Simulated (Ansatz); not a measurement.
The cluster AlB6, relaxed as a doublet with UKS r2SCAN-D4/def2-SVP in Ansatz, starting from the GFN1-xTB geometry. Force threshold 0.02 eV/Å.

The structure comes from a short search, and lower isomers may exist.

Start:

```tsv
atom	x (Å)	y (Å)	z (Å)
Al1	-1.8620	0.1146	-0.9605
B2	0.9226	0.9102	-0.2612
B3	1.2047	-0.5080	-0.8023
B4	-0.5043	1.5623	0.2339
B5	0.1122	0.4243	1.2496
B6	-0.0864	-1.4021	-0.5005
B7	0.2132	-1.1013	1.0410
```

**Question.** Estimate the energy that the relaxation releases and the steps that it takes.

**Answer.** 1.48 eV, in 13 steps; 50 s on 2 threads of AMD EPYC 7R13 on a shared host. No frequencies were taken in this run, so the end may be a saddle point.

**Question.** Does the start keep its bonding and symmetry?

**Answer.** Bonds formed: Al1–B2, Al1–B7, B2–B7, B3–B7 (atoms count from 1). The end is the same structure that another start reached, the lowest one found. Point group Cs at the start, C2 at the end, both within 0.05 Å.

**Question.** Predict the relaxed structure.

**Answer.** 
```xyz
7

Al   -1.443    0.042   -0.761
B     0.803    0.727   -0.149
B     1.098   -0.654   -0.886
B    -0.526    1.605    0.277
B    -0.086    0.624    1.420
B    -0.140   -1.585   -0.630
B     0.293   -0.760    0.729
```
Bond lengths: 9 × B–B 1.57 to 1.81 Å; 4 × Al–B 2.09 to 2.43 Å.
